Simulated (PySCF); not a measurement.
CH₃AlF₂, singlet, at a GFN2-xTB geometry (such geometries of metal compounds can be far from the true shape); WB97X-V/STO-3G (PySCF).

Input for PySCF:
```python
from pyscf import gto, scf, dft

mol = gto.Mole()
mol.atom = '''
    Al    0.051803    0.040118    0.002225
    C    -1.508056   -1.165732   -0.062339
    H    -1.306694   -2.038747   -0.683190
    H    -2.376647   -0.648902   -0.468207
    H    -1.760555   -1.537553    0.930633
    F     0.011008    1.601626   -0.529119
    F     1.524414   -0.412952    0.591994
'''
mol.basis = 'sto-3g'
mol.charge = 0
mol.spin = 0
mol.verbose = 4
mol.build()

mf = dft.RKS(mol)
mf.xc = 'wb97x_v'
mf.kernel()
```

Q: Predict the main parts of the log of this PySCF run.

A: 
```
PySCF version 2.14.0

[INPUT] verbose = 4
[INPUT] num. atoms = 7
[INPUT] num. electrons = 40
[INPUT] charge = 0
[INPUT] spin (= nelec alpha-beta = 2S) = 0
[INPUT] symmetry False subgroup None
[INPUT] Mole.unit = angstrom
[INPUT] Symbol           X                Y                Z      unit          X                Y                Z       unit  Magmom
[INPUT]  1 Al     0.051803000000   0.040118000000   0.002225000000 AA    0.097893482431   0.075812032665   0.004204640627 Bohr   0.0
[INPUT]  2 C     -1.508056000000  -1.165732000000  -0.062339000000 AA   -2.849812820507  -2.202914214641  -0.117803636879 Bohr   0.0
[INPUT]  3 H     -1.306694000000  -2.038747000000  -0.683190000000 AA   -2.469293788612  -3.852673467279  -1.291041991042 Bohr   0.0
[INPUT]  4 H     -2.376647000000  -0.648902000000  -0.468207000000 AA   -4.491211924769  -1.226247061683  -0.884782999604 Bohr   0.0
[INPUT]  5 H     -1.760555000000  -1.537553000000   0.930633000000 AA   -3.326966777234  -2.905554072003   1.758641492482 Bohr   0.0
[INPUT]  6 F      0.011008000000   1.601626000000  -0.529119000000 AA    0.020802105179   3.026634493983  -0.999889997304 Bohr   0.0
[INPUT]  7 F      1.524414000000  -0.412952000000   0.591994000000 AA    2.880724960453  -0.780366182591   1.118706527386 Bohr   0.0

nuclear repulsion = 154.893407451293
number of shells = 17
number of NR pGTOs = 81
number of NR cGTOs = 27
basis = sto-3g
ecp = {}

******** <class 'pyscf.dft.rks.RKS'> ********
method = RKS
initial guess = minao
damping factor = 0
level_shift factor = 0
DIIS = <class 'pyscf.scf.diis.CDIIS'>
diis_start_cycle = 1
diis_space = 8
diis_damp = 0
SCF conv_tol = 1e-09
SCF conv_tol_grad = None
SCF max_cycles = 50
direct_scf = True
direct_scf_tol = 1e-13
XC library pyscf.dft.libxc version 7.1.2
    S. Lehtola, C. Steigemann, M. J. T. Oliveira, and M. A. L. Marques,  SoftwareX 7, 1–5 (2018)
XC functionals = wb97x_v
    N. Mardirossian and M. Head-Gordon,  Phys. Chem. Chem. Phys. 16, 9904–9924 (2014)
radial grids:
    Treutler-Ahlrichs [JCP 102, 346 (1995); DOI:10.1063/1.469408] (M4) radial grids

becke partition: Becke, JCP 88, 2547 (1988); DOI:10.1063/1.454033
pruning grids: <function nwchem_prune>
grids dens level: 3
symmetrized grids: False
atomic radii adjust function: <function treutler_atomic_radii_adjust>
** Following is NLC and NLC Grids **
NLC functional = wb97x_v
radial grids:
    Treutler-Ahlrichs [JCP 102, 346 (1995); DOI:10.1063/1.469408] (M4) radial grids

becke partition: Becke, JCP 88, 2547 (1988); DOI:10.1063/1.454033
pruning grids: <function nwchem_prune>
grids dens level: 3
symmetrized grids: False
atomic radii adjust function: <function treutler_atomic_radii_adjust>
small_rho_cutoff = 0
Set gradient conv threshold to 3.16228e-05
Initial guess from minao.
tot grids = 91248
tot grids = 91248
init E= -475.444504973077
  HOMO = -0.387685259813601  LUMO = 0.0343208472270361  gap/eV = 11.48337
cycle= 1 E= -475.578820190358  delta_E= -0.134  |g|= 0.532  |ddm|= 2.99
  HOMO = -0.0867922789783632  LUMO = 0.274928371239489  gap/eV = 9.84292
cycle= 2 E= -475.68486434969  delta_E= -0.106  |g|= 0.365  |ddm|= 1.53
  HOMO = -0.235596544923635  LUMO = 0.299984885573266  gap/eV = 14.57391
cycle= 3 E= -475.72980766327  delta_E= -0.0449  |g|= 0.0248  |ddm|= 0.529
  HOMO = -0.247931090325268  LUMO = 0.29850644136689  gap/eV = 14.86932
cycle= 4 E= -475.730156179568  delta_E= -0.000349  |g|= 0.0112  |ddm|= 0.0608
  HOMO = -0.248805139157538  LUMO = 0.297745766502877  gap/eV = 14.87241
cycle= 5 E= -475.730201786962  delta_E= -4.56e-05  |g|= 0.00113  |ddm|= 0.019
  HOMO = -0.248063984590014  LUMO = 0.297644992505382  gap/eV = 14.84950
cycle= 6 E= -475.730202542943  delta_E= -7.56e-07  |g|= 0.000197  |ddm|= 0.00253
  HOMO = -0.248023210788636  LUMO = 0.29766259468942  gap/eV = 14.84887
cycle= 7 E= -475.730202575907  delta_E= -3.3e-08  |g|= 3.18e-05  |ddm|= 0.000596
  HOMO = -0.248017823708392  LUMO = 0.297661409237395  gap/eV = 14.84869
cycle= 8 E= -475.730202577078  delta_E= -1.17e-09  |g|= 4.77e-06  |ddm|= 0.000131
  HOMO = -0.248017794093023  LUMO = 0.297661738022855  gap/eV = 14.84870
cycle= 9 E= -475.730202577093  delta_E= -1.5e-11  |g|= 1.91e-06  |ddm|= 1.35e-05
  HOMO = -0.248017475020927  LUMO = 0.29766172255103  gap/eV = 14.84869
Extra cycle  E= -475.730202577094  delta_E= -9.09e-13  |g|= 1.1e-06  |ddm|= 4.9e-06
converged SCF energy = -475.730202577094
```
